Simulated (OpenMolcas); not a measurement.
C3+: from RASSCF to RASPT2

* Program: OpenMolcas
* Basis: ANO-RCC-VQZP [5s4p3d2f1g]
* Scalar Hamiltonian: DKH2, point nucleus
* Active space: 1 electron in 9 orbitals (RAS2 2s 2p; RAS3 3d, at most 1 electron)
* State averaging: 2S+1 = 2 even, 1 root; 2S+1 = 2 odd, 3 roots
* Spin-orbit coupling: state interaction with AMFI integrals over the reference wave functions, term energies averaged over their components

Methods on the same reference wave functions:
A. RASSCF
B. SS-RASPT2, IPEA 0.25 Eh, imaginary shift 0.1 Eh (closed shells correlated: 1s)

Energies in cm⁻¹ above 2s ²S_1/2, the measured ground level; measured values from Moore, Selected Tables of Atomic Spectra, NSRDS-NBS 3, section 3.

| Level | A | B | Measured |
| --- | --- | --- | --- |
| 2s ²S_1/2 | 0.0 | 0.0 | 0.0 |
| 2p ²P°_1/2 | 65057 | 64512 | 64484 |
| 2p ²P°_3/2 | 65157 | 64612 | 64592 |

Deviations, from unrounded energies. A percentage is the sum of absolute deviations over the sum of measured energies, with the sign that they share, or ± where signs differ.

```tsv
Against measurement	Levels	A	B
mean absolute deviation (cm-1)	2	570	24
other configurations (%)	2	+0.9	+0.0
```

B lies closest to measurement on these levels. The largest miss of B in the table is 2p ²P°_1/2, by +28 cm-1. The ranking rests on the paired levels alone, and a cruder setting can come out closer through cancelling errors.

The lowest spin-free term lies below A's lowest term by 0.012 hartree in B.

With one active electron outside closed inactive shells, the extra shells (3d) add no correlation to the reference. With one active electron the reference holds no correlation, so core polarisation is missing (holds for A). With one active electron, CASPT2 adds the correlation within the correlated inactive shells and between them and that electron, and leaves the splitting within a term as the reference gives it (holds for B). Computed and measured levels are paired by configuration, term and J; levels that our copy of the source lacks, or whose pairing is in doubt (as where it misses far off the trend of its configuration), stay unpaired and out of the deviations. Only configurations of the active space appear.

° marks odd parity.
